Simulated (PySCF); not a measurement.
Species: C7H9Cl.
Structure used (GFN2-xTB), in Å, numbered top down from 1:
```xyz
17
C7H9Cl angstrom
Cl     3.1171    0.0582   -1.2274
C      2.2513    0.1844    0.3521
C      0.7834    0.2191    0.1219
C      0.0549    1.3271    0.2943
C     -1.3701    1.3277    0.0341
C     -2.0311    0.1811   -0.1139
C     -1.3227   -1.1341    0.0166
C      0.1335   -1.0218   -0.4324
H      2.6134    1.0947    0.8283
H      2.5588   -0.6918    0.9238
H      0.5086    2.2453    0.6378
H     -1.8742    2.2810   -0.0177
H     -3.0988    0.1610   -0.2713
H     -1.3658   -1.4427    1.0690
H     -1.8324   -1.9020   -0.5672
H      0.1763   -0.9650   -1.5263
H      0.6908   -1.9103   -0.1315
```

Computed at PBE0/pcSseg-1 (PySCF, non-relativistic), with Q(35Cl) = −0.0817 b: Cl1, 35Cl (I = 3/2): χzz = -75.50 MHz, η = 0.033.

Where would the pure quadrupole (NQR) lines of 35Cl at Cl1 fall for the rigid, isolated species?

From ν = (|χ|/2)√(1 + η²/3): ν = 37.76 MHz (alkyl chlorine). For 37Cl the ratio of quadrupole moments, 0.7881, gives 29.76 MHz.

Apply the simplest Townes–Dailey estimate (no s hybridisation, no π bonding), ionic character = 1 − χzz/χ0, where χ0 is the coupling for one missing p electron along the bond: −109.74 MHz for 35Cl.

Cl1 on C2: 1 − (-75.50)/(-109.74) = 0.31. In this model a purely covalent bond gives χ0 and a free halide ion gives zero; s hybridisation or π bonding, where present, is counted here as ionic character.

In a crystal, neighbours and librations shift these lines. GFN2-xTB bond lengths can be off by several hundredths of an ångström, more for odd bonds, and the gradients follow them. These gradients aren't converged with respect to the basis.

One conformer stands for the species.
